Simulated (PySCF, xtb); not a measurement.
Si(Cl)(Br)(NH2)2 (BrClH₄N₂Si), SMILES N[Si](Br)(Cl)N. Other conformers were not sampled.

Harmonic wavenumbers (cm⁻¹) from GFN2-xTB (xtb) at its own minimum, in rising order: 111, 150, 180, 187, 205, 208, 250, 374, 434, 457, 503, 799, 809, 900, 974, 1496, 1502, 3488, 3498, 3530, 3537.

Problem. What does PBE0-D3(BJ)/def2-SVP (PySCF 2.14.0) give at its own minimum? (An estimate is asked for; the answer gives what the named calculation found.)

Solution. 136, 171, 225, 232, 255, 275, 392, 409, 412, 443, 545, 823, 826, 886, 963, 1526, 1531, 3614, 3615, 3722, 3724. Paired by order, the mean absolute difference is 60 cm⁻¹ and the zero-point energies are 33.7 and 35.3 kcal/mol.
